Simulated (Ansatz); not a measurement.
CH6OSi2 can be A, `C1O[SiH2][SiH2]1`, or B, `[SiH3][SiH]1CO1`.

Calculated with Ansatz (gas phase, PBE0-D4/def2-TZVP geometries, no zero-point term in ΔE). CBS: MP2 limit from def2 TZ/QZ plus the TZ coupled-cluster correction, frozen cores. DFT in def2-TZVPP. B3LYP here is the variant with VWN-RPA as its local correlation; programs differ in this.

A:

```xyz
10

C    -0.538   -0.992    0.526
O    -1.247   -0.371   -0.570
Si   -0.315    0.920   -1.084
Si    1.028    0.125    0.637
H    -1.165   -0.976    1.423
H    -0.327   -2.037    0.280
H    -1.029    2.220   -0.954
H     0.108    0.782   -2.505
H     2.315   -0.560    0.341
H     1.170    0.890    1.905
```

B:

Z-matrix (Å, degrees):
```
Si
Si 1 2.329
H 1 1.487 2 110.7
H 1 1.488 2 109.4 3 119.8
H 1 1.485 2 108.8 3 -120.5
C 2 1.814 1 121.8 3 132.9
O 2 1.674 1 116.3 3 76.2
H 2 1.485 1 116.7 3 -65.1
H 6 1.089 2 121.0 1 160.4
H 6 1.088 2 122.0 1 1.6
```

Q: Which is lower in electronic energy at CCSD(T)/CBS, and by how much? (An estimate is asked.)

A: The calculation gave: A, by 62.6 kJ/mol.

Q: Give E(B) − E(A) in kJ/mol with B3LYP, BLYP-D4, r2SCAN-D4, PBE-D4, B2PLYP, MP2/def2-TZVPP, CCSD(T)/def2-TZVPP. (Estimate.)

A: Ansatz gave: B3LYP 57.3, BLYP-D4 53.0, r2SCAN-D4 55.1, PBE-D4 53.0, B2PLYP 59.8, MP2/def2-TZVPP 62.7, CCSD(T)/def2-TZVPP 62.0. None reverses the order clearly.

Q: Does the order hold for the free energy at 298.15 K (harmonic terms from PBE0-D4)? (An estimate is asked.)

A: Computed: Yes: G(B) − G(A) = +56.5 kJ/mol.

Largest T1 diagnostic: 0.015.

The D4 term adds +3.2 kJ/mol with B3LYP and +1.4 kJ/mol with PBE0; it sums over pairs of atoms, weighted by their polarisabilities, and B3LYP, whose exchange is more repulsive, gets the larger term. From PBE to PBE0 (25 % exact exchange), in def2-TZVPP and without D4, E(B) − E(A) moves by +9.5 kJ/mol.
